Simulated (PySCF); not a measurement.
Vertical excitations of a molecule CH5FOSi2 from TDDFT-PBE/def2-SVPD (PySCF 2.14.0), as energy in eV (oscillator strength): 5.17 (0.004), 5.38 (0.022), 5.50 (0.003), 5.60 (0.011), 5.83 (0.022), 5.96 (0.017), 6.01 (0.015), 6.42 (0.007), 6.53 (0.104), 6.69 (0.013). Lowest triplet (TDA): 4.71 eV. The structure is a stationary point at B3LYP-D3(BJ)/def2-SVP. One conformer was computed; it need not be the lowest.

Problem. Identify the compound among the candidates.
A) FC1[SiH2]O[SiH2]1
B) F[Si@H]1CO[SiH2]1
C) F[Si@@H]1OC[SiH2]1
D) O=C[SiH2][SiH2]F

Solution. B, F[Si@H]1CO[SiH2]1
